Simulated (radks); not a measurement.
Species: the copper ion Cu3+. Configuration: [Ne] 3s2 3p5.75 3d8 4d0.25 (fractional occupations, a model configuration).

Calculated with a radial shooting solver on a logarithmic mesh with Libxc functionals: Dirac Kohn-Sham, AM05, spin-unpolarised, spherical densities, finite nucleus; open shells fill j = l - 1/2 first; Fermi nuclear charge, rms radius 3.8823 fm.

Energy parts (eV):
total: -44872.058
kinetic: 45639.437
electron-nucleus: -106968.307
Hartree: 18187.379
exchange-correlation: -1730.568

Orbitals (lengths in bohr, moments of r in powers of bohr):
orbital,occ.,eigenvalue (eV),<r^4>,<r^2>
1s1/2,2,-8883.752,0.00003454,0.003665
2s1/2,2,-1111.406,0.007442,0.06539
2p1/2,2,-980.6685,0.005347,0.05132
2p3/2,4,-960.2255,0.005642,0.05286
3s1/2,2,-163.6067,0.5296,0.5731
3p1/2,2,-122.7711,0.6732,0.6235
3p3/2,3.75,-120.0960,0.7096,0.6403
3d3/2,4,-52.3272,1.830,0.8913
3d5/2,4,-51.9897,1.867,0.9003
4s1/2,0,-35.6345,33.90,4.726
4p1/2,0,-27.2073,61.92,6.333
4p3/2,0,-26.9416,64.23,6.456
4d3/2,0.25,-15.9672,262.2,13.06
4d5/2,0,-15.9411,264.2,13.11
4f5/2,0,-9.4910,1134,27.53
4f7/2,0,-9.4908,1134,27.54

The highest occupied level is 4d3/2 at -15.967 eV. The configuration is held as typed, so some empty levels lie below it. The electron density at the nucleus is 2.21e+04 e/bohr^3.
